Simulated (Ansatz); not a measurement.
C5H15NSi, singlet, geometry from GFN2-xTB, with bond 9-1 at 2.4 times its length; CASSCF(4,4)/STO-3G run with Ansatz (a first-principles code).

Input for Ansatz:
Ansatz 0.2 input:
```yaml
crystal:
  periodic: [false, false, false]
  atoms:
    - {symbol: C, position_ang: [1.58187328, -1.81512158, -0.76551376]}
    - {symbol: C, position_ang: [0.85135440, -0.59634036, -1.31710343]}
    - {symbol: Si, position_ang: [0.11745656, 0.52510140, 0.04327291]}
    - {symbol: C, position_ang: [-0.88173050, 1.92642824, -0.79348636]}
    - {symbol: N, position_ang: [1.46347128, 1.05704579, 0.99982081]}
    - {symbol: C, position_ang: [-1.00903044, -0.43038045, 1.25312364]}
    - {symbol: C, position_ang: [-2.17831871, -1.13146277, 0.57101549]}
    - {symbol: H, position_ang: [2.02228428, -2.40368848, -1.56936615]}
    - {symbol: H, position_ang: [-0.06214772, -3.34655618, 0.56033050]}
    - {symbol: H, position_ang: [2.37439385, -1.50628157, -0.08926864]}
    - {symbol: H, position_ang: [1.54470161, -0.01676746, -1.92871001]}
    - {symbol: H, position_ang: [0.06003814, -0.93021815, -1.98939852]}
    - {symbol: H, position_ang: [-1.67984413, 1.54019805, -1.41925102]}
    - {symbol: H, position_ang: [-1.33492235, 2.58024576, -0.05384595]}
    - {symbol: H, position_ang: [-0.24521983, 2.54037241, -1.42420655]}
    - {symbol: H, position_ang: [1.28401625, 1.53319896, 1.86898971]}
    - {symbol: H, position_ang: [2.24548884, 1.48804251, 0.53367576]}
    - {symbol: H, position_ang: [-1.40192804, 0.25463699, 2.00592152]}
    - {symbol: H, position_ang: [-0.41647969, -1.16964315, 1.79205792]}
    - {symbol: H, position_ang: [-2.81443433, -0.41113269, 0.06200937]}
    - {symbol: H, position_ang: [-2.78826966, -1.66796635, 1.29676625]}
    - {symbol: H, position_ang: [-1.82026846, -1.84725629, -0.16507471]}
basis:
  gaussian:
    orbitals: STO-3G
hamiltonian:
  xc: hf
magnetization: {spin_polarized: false}
correlation: {active_space: {window: {electrons: 4, orbitals: 4}}}
```

The log (banner, timings and long lists left out):

```
Functional definition: HF
733 factors; integrals over basis functions are off by at most 4.1e-5 eV
mean field evaluation 1: about -14548.5032 eV, gradient 2.7e1 eV
mean field evaluation 2: about -14548.8128 eV, gradient 2.7e1 eV
mean field evaluation 4: about -14553.4478 eV, gradient 3.9e0 eV
mean field evaluation 8: about -14553.5205 eV, gradient 4.3e-2 eV
mean field -14553.52051091 eV, -534.8320140455 hartree, gradient 6.8e-7 eV, S^2 0.000000; 0 other end points of the search recorded, 0 dependent functions left out
reference -14553.52051091 eV, -534.8320140455 hartree; 33, 33 occupied and 21, 21 virtual orbitals, 733 factors
state -14558.78174100 eV, -535.0253606851 hartree
Total energy: -14558.78174100 eV, -535.0253606851 hartree
```
